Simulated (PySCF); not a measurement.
**Barium: highly charged ions in a basis for the neutral atom**

Ba⁷⁺ [Kr] 4d10 5s2 5p1, Ba⁸⁺ [Kr] 4d10 5s2. Calculation: PySCF 2.14, in def2-SVP with the def2 core potential (46 electrons); scalar relativity through the core potential. No spin-orbit coupling, so a gap to NIST mixes the basis error with missing relativistic terms.

Changed run: basis of the neutral atom used for a highly charged ion. This setting is unsound on purpose.

| species | method | sound run (hartree) | changed run (hartree) | converged |
| --- | --- | --- | --- | --- |
| Ba⁷⁺ | UHF | not run | -13.50746 | yes |
| Ba⁷⁺ | BP86 | not run | -13.65191 | yes |
| Ba⁷⁺ | r2SCAN | not run | -13.61311 | yes |
| Ba⁸⁺ | UHF | not run | -9.91749 | yes |
| Ba⁸⁺ | BP86 | not run | -10.02100 | yes |
| Ba⁸⁺ | r2SCAN | not run | -9.98804 | yes |

Ionisation energy of Ba⁷⁺:

```csv
method,changed run (eV),NIST (eV)
UHF,97.688,101 ± 2.1
BP86,98.802,101 ± 2.1
r2SCAN,98.643,101 ± 2.1
```

The contracted functions were made for the neutral atom and can be too rigid for a highly charged ion.
